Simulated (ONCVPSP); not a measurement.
**What one change does to a pseudopotential (barium, ONCV)**

| Item | Value |
| --- | --- |
| Element | Ba (Z = 56) |
| Generator | ONCVPSP 4.0.1 |
| Type | optimised norm-conserving Vanderbilt (ONCV) |
| Functional | PBEsol |
| Relativity | scalar-relativistic |
| Frozen core | [Kr] 4d10 |
| Valence charge | 10 |
| Reference configuration | 5s2 5p6 6s2 |
| Partial waves | 5s+6s: rc 2.25 bohr, ncon 3, nbas 6, qcut 5.1 1/bohr, 2 projectors; 5p: rc 3.10 bohr, ncon 4, nbas 7, qcut 4.1 1/bohr, 2 projectors, debl 1.7 Ha; d scattering state at 0.03 Ha: rc 2.45 bohr, ncon 4, nbas 8, qcut 3.4 1/bohr, 2 projectors, debl 3.2 Ha; f scattering state at 0.07 Ha: rc 2.90 bohr, ncon 4, nbas 9, qcut 4.4 1/bohr, 2 projectors, debl 1.6 Ha |
| Local potential | polynomial inside 2.05 bohr (lpopt 5, dvloc0 3 Ha) |
| Core correction | Teter function fitted to the true core (icmod 2), fcfact 0.75 |

In the d channel the program set the typed energies aside and used 0.050, 3.250 Ha.

Change: local potential polynomial inside 2.05 bohr (lpopt 5, dvloc0 6.5 Ha).

Cutoffs: the cutoffs (Ha) at which the residual kinetic energy of the hardest occupied pseudo-wave falls to 1 and 0.1 mHa per electron; they do not see the model core or the augmentation charge, which bear on the density cutoff. Errors are all-electron minus pseudo energies relative to the spin-unpolarised reference configuration.

Q: How do hardness, ghosts and transferability respond?

A: The potential gets neither clearly harder nor softer (9.1 Ha and 11 Ha → 9.1 Ha and 11 Ha); a bound ghost appears in s, which as a rule spoils a file; of the 4 tests that both files solve, the error grows in 1 and shrinks in 0 by more than 15 % and 0.3 meV (median size 0.8 → 1.2 meV). In the separable form a ghost depends on how the local part lies against the semilocal potential of the channel, so the choice of the local part can create or remove one.

| quantity | base | changed |
| --- | --- | --- |
| cutoff, loose | 9.1 Ha | 9.1 Ha |
| cutoff, tight | 11 Ha | 11 Ha |
| bound ghosts | none | s |
| GHOST(+) flags under 300 eV | f at 1.7 eV | f at 1.7 eV |
| error for 5s2 5p6 6s1, meV [ΔE 5.38 eV] | -0.5 | -0.6 |
| error for 5s2 5p6 6s0, meV [ΔE 15.28 eV] | -1.1 | -1.7 |
| error for 5s2 5p6 6s1.5, meV [ΔE 2.15 eV] | -0.2 | -0.2 |
| error for 5s2 5p5 6s2, meV [ΔE 23.29 eV] | -48 | -51 |
| s: phases at 2.29 bohr within 0.05 rad from the reference energy up to (Ha; the scan ends near 5) | to the end of the scan | to the end of the scan |
| p: phases at 3.14 bohr within 0.05 rad from the reference energy up to (Ha; the scan ends near 5) | 2.8 | 3.0 |
| d: phases at 2.49 bohr within 0.05 rad from the reference energy up to (Ha; the scan ends near 5) | to the end of the scan | to the end of the scan |
| f: phases at 2.94 bohr within 0.05 rad from the reference energy up to (Ha; the scan ends near 5) | 0.4 | 0.3 |
| rms error of d²Exc/dni dnj with the model core, mHa | 0.27 | 0.26 |

Base: The cutoffs count occupied waves only; projector 2 of the f channel, the hardest unoccupied one, needs 51 Ha at the loose tolerance. Changed file: The cutoffs count occupied waves only; projector 2 of the f channel, the hardest unoccupied one, needs 51 Ha at the loose tolerance. A true bound ghost makes a file unfit for plane-wave use even where its test errors are small: the radial tests pick states by their node count and pass the ghost by.
